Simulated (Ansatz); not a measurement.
BeH₂⁺. The state is a doublet with charge 1. Geometry PBE-D4/def2-TZVP; atoms count from 1.

Cartesian coordinates in Å:
```
Be 0.119 0.636 -0.198
H -1.029 -0.211 -0.136
H 0.910 -0.425 0.334
```

**Question.** Estimate the Mulliken populations from the PBE0/def2-TZVP orbitals of Ansatz.

**Answer.** 
```
atom  charge (e)  spin (α − β)
 Be1        0.52          0.32
  H2        0.24          0.34
  H3        0.24          0.34
```
Mulliken values depend strongly on the basis.

**Question.** Where does the spin sit?

**Answer.** Summed by element: Be 0.32, H 0.68, of 1 unpaired in all. Largest on single atoms: H2 0.34, H3 0.34, Be1 0.32.
